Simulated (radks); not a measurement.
Excited configurations of Pb3+: one electron is placed in a higher orbital outside [Xe] 4f14 5d10. The ground configuration is [Xe] 4f14 5d10 6s1. Calculated with a radial shooting solver on a logarithmic mesh with Libxc functionals: Dirac Kohn-Sham, PBE, spin-unpolarised, spherical densities, finite nucleus; open shells fill j = l - 1/2 first; Fermi nuclear charge, rms radius 5.5012 fm. Excitation = E - E(ground); binding = E(ion) - E, where the ion is the core of charge +4; n* = 4/sqrt(2 binding) in atomic units, and the quantum defect is n - n*.

| outer orbital | excitation (eV) | binding (eV) | n* | quantum defect | eigenvalue (eV) | <r> (bohr) |
|---|---|---|---|---|---|---|
| 5f5/2 | 27.368 | 15.305 | 3.771 | 1.229 | -12.328 | 3.597 |
| 6p1/2 | 9.373 | 33.301 | 2.557 | 3.443 | -28.748 | 2.410 |
| 6d3/2 | 23.134 | 19.540 | 3.338 | 2.662 | -16.702 | 3.607 |
| 6f5/2 | 32.454 | 10.219 | 4.615 | 1.385 | -8.785 | 6.517 |
| 7s1/2 | 22.860 | 19.814 | 3.315 | 3.685 | -17.625 | 4.260 |
| 7p1/2 | 25.901 | 16.773 | 3.603 | 3.397 | -14.870 | 4.805 |
| 7d3/2 | 30.999 | 11.675 | 4.318 | 2.682 | -10.277 | 6.494 |
| 7f5/2 | 35.593 | 7.081 | 5.545 | 1.455 | -6.238 | 10.20 |

The Delta-SCF ionisation energy is 42.674 eV (NIST Atomic Spectra Database: 42.333 eV, measured). Self-interaction in the functional shifts the binding energies and quantum defects, so they are the method's values and not measured ones. Spin polarisation and multiplet splitting are left out, so open shells lie too high by an amount that depends on their filling.

Beside tabulated values, note that spin-unpolarised runs miss the spin-polarisation part of the exchange energy of open shells.
